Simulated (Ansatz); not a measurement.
Relaxation of BCl2H3O (7 atoms, charge 0, multiplicity 1), to a largest force component of 0.03 eV/Å in at most 50 steps.

Level of theory: Ansatz, RKS PBE0-D4/def2-SVP.

```xyz
7
Properties=species:S:1:pos:R:3:forces:R:3
B -0.029 -0.262 0.118 -0.01 -0.46 1.13
O -0.004 -0.479 1.472 -0.06 -0.13 -1.12
H -0.888 -0.458 1.857 0.01 0.00 -0.01
Cl 1.474 -0.345 -0.772 -0.05 0.00 0.01
Cl -1.555 0.001 -0.725 0.03 0.01 -0.02
H 0.357 2.055 0.605 0.14 1.11 -1.45
H 0.312 1.706 1.230 -0.06 -0.52 1.47
```

Where does it end, and by what steps?

The forces met the threshold. The force dipped under the threshold on the way, but the program's further checks kept it going. After 19 steps the energy has fallen by 0.213 eV; H7 moved furthest, 0.67 Å.

| step | energy less start (eV) | largest force component (eV/Å) | accepted |
| --- | --- | --- | --- |
| 0 | 0.0000 | 1.468 | yes |
| 1 | -0.1468 | 0.589 | yes |
| 2 | -0.1662 | 0.727 | yes |
| 3 | -0.2023 | 0.353 | yes |
| 4 | -0.2054 | 0.188 | yes |
| 5 | -0.2060 | 0.093 | yes |
| 6 | -0.2074 | 0.082 | yes |
| 7 | -0.2083 | 0.018 | yes |
| 8 | -0.2085 | 0.101 | yes |
| 9 | -0.2090 | 0.068 | yes |
| 10 | -0.2069 | 0.191 | no |
| 11 | -0.2098 | 0.014 | yes |
| 12 | -0.2087 | 0.299 | no |
| 13 | -0.2103 | 0.063 | yes |
| 14 | -0.2106 | 0.137 | yes |
| 15 | -0.2112 | 0.063 | yes |
| 16 | -0.2119 | 0.004 | yes |
| 17 | -0.2120 | 0.111 | yes |
| 18 | -0.2122 | 0.062 | yes |
| 19 | -0.2126 | 0.015 | yes |

```xyz
7
Properties=species:S:1:pos:R:3
B -0.029 -0.540 0.067
O -0.023 -0.765 1.387
H -0.866 -0.565 1.810
Cl 1.431 -0.844 -0.848
Cl -1.477 0.049 -0.757
H 0.082 2.564 0.789
H 0.549 2.318 1.338
```

The run took 52 s on 1 thread of Arm Neoverse V2 (shared host), peak memory 0.14 GiB.
